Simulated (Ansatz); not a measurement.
Ansatz (a first-principles code) input (B3LYP-D3(BJ)/def2-TZVP):

Ansatz 0.2 input:
```yaml
crystal:
  periodic: [false, false, false]
  atoms:
    - {symbol: Al, position_ang: [-0.01661298, -0.05401207, -0.05441973]}
    - {symbol: H, position_ang: [0.61015758, 0.25512337, 1.46491578]}
    - {symbol: H, position_ang: [-0.05068770, 1.56382298, 0.36775930]}
    - {symbol: H, position_ang: [-0.34350110, -1.11678946, -1.12521856]}
basis:
  gaussian:
    orbitals: def2-TZVP
hamiltonian:
  xc: b3lyp
  dispersion: d3bj
total_charge: 1
magnetization: {spin_polarized: true, initial_magnetization: 1}
phonons: {temperatures: {t_min: 298.15, t_max: 298.15, t_step: 100}}
```

Output:

```
Functional definition: B3LYP
integrals: 0.01 GiB planned
391 factors; their error is unknown
mean field: 0.12 GiB planned
mean field evaluation 1: about -6634.9229 eV, gradient 7.9e0 eV
mean field evaluation 2: about -6635.3676 eV, gradient 2.5e0 eV
mean field evaluation 4: about -6635.4301 eV, gradient 1.5e-1 eV
mean field evaluation 8: about -6635.4393 eV, gradient 1.3e-2 eV
mean field -6635.43929326 eV, -243.8478963651 hartree, gradient 2.6e-5 eV, S^2 0.759498; 0 other end points of the search recorded, 0 dependent functions left out
the calculation of the forces begins
reference -6635.43951060 eV, -243.8479043519 hartree; 8, 7 occupied and 47, 48 virtual orbitals, 391 factors
these checks for a lower state are left out or cut short: stability, starts, cluster_reference, orbital_swaps, neighbouring_geometries, increment
integrals: 0.01 GiB planned
391 factors; their error is unknown
mean field: 0.12 GiB planned
mean field evaluation 16: about -6635.4303 eV, gradient 5.0e-2 eV
mean field -6635.43926557 eV, -243.8478953474 hartree, gradient 1.6e-6 eV, S^2 0.759485; 0 other end points of the search recorded, 0 dependent functions left out
the calculation of the forces begins
reference -6635.43948290 eV, -243.8479033341 hartree; 8, 7 occupied and 47, 48 virtual orbitals, 391 factors
these checks for a lower state are left out or cut short: stability, starts, cluster_reference, orbital_swaps, neighbouring_geometries, increment
integrals: 0.01 GiB planned
391 factors; their error is unknown
mean field: 0.13 GiB planned
mean field -6635.43924731 eV, -243.8478946762 hartree, gradient 1.7e-6 eV, S^2 0.759511; 0 other end points of the search recorded, 0 dependent functions left out
the calculation of the forces begins
reference -6635.43946464 eV, -243.8479026631 hartree; 8, 7 occupied and 47, 48 virtual orbitals, 391 factors
these checks for a lower state are left out or cut short: stability, starts, cluster_reference, orbital_swaps, neighbouring_geometries, increment
integrals: 0.01 GiB planned
391 factors; their error is unknown
mean field: 0.12 GiB planned
mean field evaluation 32: about -6635.4393 eV, gradient 1.4e-6 eV
mean field -6635.43926622 eV, -243.8478953714 hartree, gradient 1.4e-6 eV, S^2 0.759537; 0 other end points of the search recorded, 0 dependent functions left out
the calculation of the forces begins
reference -6635.43948358 eV, -243.8479033593 hartree; 8, 7 occupied and 47, 48 virtual orbitals, 391 factors
these checks for a lower state are left out or cut short: stability, starts, cluster_reference, orbital_swaps, neighbouring_geometries, increment
integrals: 0.01 GiB planned
391 factors; their error is unknown
mean field: 0.12 GiB planned
mean field -6635.43927645 eV, -243.8478957474 hartree, gradient 1.1e-6 eV, S^2 0.759460; 0 other end points of the search recorded, 0 dependent functions left out
the calculation of the forces begins
reference -6635.43949376 eV, -243.8479037332 hartree; 8, 7 occupied and 47, 48 virtual orbitals, 391 factors
these checks for a lower state are left out or cut short: stability, starts, cluster_reference, orbital_swaps, neighbouring_geometries, increment
integrals: 0.01 GiB planned
391 factors; their error is unknown
mean field: 0.12 GiB planned
mean field -6635.43929120 eV, -243.8478962893 hartree, gradient 1.1e-6 eV, S^2 0.759509; 0 other end points of the search recorded, 0 dependent functions left out
the calculation of the forces begins
reference -6635.43950854 eV, -243.8479042764 hartree; 8, 7 occupied and 47, 48 virtual orbitals, 391 factors
these checks for a lower state are left out or cut short: stability, starts, cluster_reference, orbital_swaps, neighbouring_geometries, increment
integrals: 0.01 GiB planned
391 factors; their error is unknown
mean field: 0.12 GiB planned
mean field -6635.43929061 eV, -243.8478962674 hartree, gradient 1.2e-6 eV, S^2 0.759488; 0 other end points of the search recorded, 0 dependent functions left out
the calculation of the forces begins
reference -6635.43950793 eV, -243.8479042540 hartree; 8, 7 occupied and 47, 48 virtual orbitals, 391 factors
these checks for a lower state are left out or cut short: stability, starts, cluster_reference, orbital_swaps, neighbouring_geometries, increment
integrals: 0.01 GiB planned
391 factors; their error is unknown
mean field: 0.12 GiB planned
mean field -6635.43927147 eV, -243.8478955642 hartree, gradient 2.0e-6 eV, S^2 0.759492; 0 other end points of the search recorded, 0 dependent functions left out
the calculation of the forces begins
reference -6635.43948879 eV, -243.8479035505 hartree; 8, 7 occupied and 47, 48 virtual orbitals, 391 factors
these checks for a lower state are left out or cut short: stability, starts, cluster_reference, orbital_swaps, neighbouring_geometries, increment
integrals: 0.01 GiB planned
391 factors; their error is unknown
mean field: 0.12 GiB planned
mean field evaluation 64: about -6635.4393 eV, gradient 1.1e-6 eV
mean field -6635.43928045 eV, -243.8478958944 hartree, gradient 1.1e-6 eV, S^2 0.759505; 0 other end points of the search recorded, 0 dependent functions left out
the calculation of the forces begins
reference -6635.43949780 eV, -243.8479038817 hartree; 8, 7 occupied and 47, 48 virtual orbitals, 391 factors
Total energy: -6635.49347058 eV, -243.8498873449 hartree
Atom 0 at    -0.016613    -0.054012    -0.054420 Å, force    -0.000060    -0.000195    -0.000196 eV/Å
Atom 1 at     0.610158     0.255123     1.464916 Å, force     0.000073     0.000020     0.000171 eV/Å
Atom 2 at    -0.050688     1.563823     0.367759 Å, force    -0.000010     0.000184     0.000034 eV/Å
Atom 3 at    -0.343501    -1.116789    -1.125219 Å, force    -0.000003    -0.000009    -0.000009 eV/Å
Dipole moment:     0.029396     0.095573     0.096295 e Å
Vibrations: 392.52 498.02 678.98 1249.93 1622.16 2093.02 cm⁻¹, zero-point energy 0.405096 eV
```
